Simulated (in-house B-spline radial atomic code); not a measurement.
The numbers below are computed, except where a source is named.
## Extrapolating the RPA correlation energy in partial waves: the platinum ion Pt⁵⁺

All-electron RPA on PBE0 orbitals from an all-electron radial atomic-structure program (B-spline basis), scalar-relativistic (spin-free one-electron X2C), finite nucleus, configuration [Xe] 4f14 5d5, highest spin. Without the two-electron picture change, the correlation of inner shells comes somewhat too large for so heavy an element. With empty states up to angular momentum L the sums are:

| L | E_c(L) (hartree) |
| --- | --- |
| 5 | -5.622952 |
| 6 | -5.974199 |
| 7 | -6.163954 |
| 8 | -6.272272 |

For large l each further wave adds A/(l + 1/2)⁴, because the basis must build the cusp where two electrons meet.

Problem. Estimate the limit from L = 7 and L = 8.

Solution. Wave 8 adds -0.108318, against a sum of (l + 1/2)⁻⁴ of 1.91569e-04, so A = -565.43. The sum over l > 8 is ζ(4, 9.5) = 4.5445e-04, close to 1/(3 × 9³) = 4.5725e-04. The tail is -0.256961 and the limit -6.52923 hartree.

Problem. How good is the estimate?

Solution. A run to L = 11 sums to -6.40177 and extrapolates to -6.48767 hartree, 9.12 millihartree from the run before, so it has not settled and is itself too deep. The estimate differs from that by -41.57 millihartree, while the bare sum at L = 8 misses 215.4 millihartree (3.3 %).
